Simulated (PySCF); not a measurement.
## Simulated characterisation data

- geometry: GFN2-xTB
- spin–spin couplings from B3LYP/pcJ-1 (spin–dipole term left out of most H,H and C,H couplings)
- σ from GIAO-PBE0/pcSseg-1
- program: PySCF 2.14.0 with density-fitted response routines
- no relativistic terms, single conformer, gas phase, fast rotation and ring inversion assumed for equivalent nuclei

References, each an isolated molecule treated in the same way: $^{1}$H and $^{13}$C against TMS. Multiplet labels drop J under 1 Hz and among equivalent protons, and merge close values. Unscaled 3J(H,H) run several per cent high. Where no couplings were computed, multiplicities follow the n + 1 count of equivalent neighbours, and m marks all less simple cases (inequivalent or close neighbours, rings, F or P nearby). Shifts are as computed. Against solution values, carbons near 30 ppm lie about +3 ppm off and those near 130 ppm about +5 ppm. Of 1211 compounds with measured shifts, 218 miss one by over three times the rms of a fit or turn the order of signals round; such compounds aren't used in these exercises.

Compound 1 (C₅H₇N). $^{1}$H NMR (600 MHz, computed): δ 6.08 (dqt, J = 12.5, 7.9, 1.7 Hz, 1H), 5.69 (dtq, J = 12.5, 9.1, 2.5 Hz, 1H), 3.03 (dd, J = 9.1, 1.7 Hz, 2H), 1.87 (dd, J = 7.9, 2.5 Hz, 3H). $^{13}$C{$^{1}$H} NMR (computed): δ 138.7, 126.2, 121.3, 16.1, 16.0. Structure: `C/C=C\CC#N`.

Compound 2 (C₄H₉NO₂Si₂). $^{1}$H NMR (600 MHz, computed): δ 8.11 (s, 1H), 5.14 (s, 2H), 5.04 (s, 3H), 4.61 (s, 3H). $^{13}$C{$^{1}$H} NMR (computed): δ 171.1, 148.8, 136.5, 64.3. Structure: SMILES [SiH3]OCc1cnoc1[SiH3].
